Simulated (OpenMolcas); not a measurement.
## Lines of F2+: computed and rescaled rates

```json
{
 "Program": "OpenMolcas 26.06",
 "Method": "SS-CASPT2, IPEA 0.25 Eh, imaginary shift 0.1 Eh (closed shells correlated: 1s)",
 "Basis": "ANO-RCC-VTZP [4s3p2d1f]",
 "Scalar Hamiltonian": "DKH2, point nucleus",
 "Active space": "5 electrons in 8 orbitals (2s 2p 3s 3p)",
 "State averaging": "2S+1 = 4 odd, 1 root; 2S+1 = 2 odd, 8 roots; 2S+1 = 4 even, 3 roots; 2S+1 = 2 even, 9 roots",
 "Spin-orbit coupling": "state interaction with AMFI integrals over the reference wave functions, term energies averaged over their components"
}
```

Rates come from the transition moments of the reference wave functions (E1 and E2 in the length form). At fixed line strength A goes as λ^-3 for E1 and M1 and as λ^-5 for E2, so a rate at the computed wavelength can be rescaled to the measured one. Measured vacuum wavelengths follow from level energies in Moore, Atomic Energy Levels, vol. I, NSRDS-NBS 35 (1971 reprint of NBS Circular 467, 1949). Branching counts decays inside the model space alone, at computed energies, and the table is only a selection of the E1 lines, drawn from those between levels with measured partners whose computed energy lies within a factor of 1.5 of the measured one.

```csv
Upper,Lower,Type,λ computed (nm),λ measured (nm),A computed (s-1),A rescaled (s-1),Branching %
2s 2p⁴ ⁴P_5/2,2s² 2p³ ⁴S°_3/2,E1,65.47,65.83,2.17e+09,2.13e+09,100.0
2s 2p⁴ ⁴P_3/2,2s² 2p³ ⁴S°_3/2,E1,65.35,65.69,2.18e+09,2.15e+09,100.0
2s 2p⁴ ⁴P_1/2,2s² 2p³ ⁴S°_3/2,E1,65.28,65.61,2.19e+09,2.16e+09,100.0
```

The largest correction is for 2s 2p⁴ ⁴P_5/2 → 2s² 2p³ ⁴S°_3/2 (E1): 2.17e+09 × (65.47 / 65.83)^3 = 2.13e+09 s-1, a factor of 0.98.

The computed rate and branching of 2s 2p⁴ ⁴P_1/2 → 2s² 2p³ ⁴S°_3/2 give the upper level a radiative lifetime of 1.000 / 2.19e+09 s-1 = 4.57e-10 s, counting decays inside the model space alone. The rescaled rate gives about 4.6e-10 s.

No measured rate stands beside these. Rescaling mends the energy factor alone: line strengths can still be far off where a level mixes with configurations outside the active space, and weak or spin-changing lines hang on small mixing coefficients that depend on the term gaps too, so rescaling need not improve them.

Active for correlation alone: 3p 3s; no level in the range computed is led by a configuration that fills them, so any true level of that kind is missing. Measured partners are found by configuration, term and J. A level has none where our copy of the source lacks it or the pairing is in doubt (some pairs that miss far off the trend of their configuration count as doubtful). Only configurations of the active space appear.

° marks odd parity.
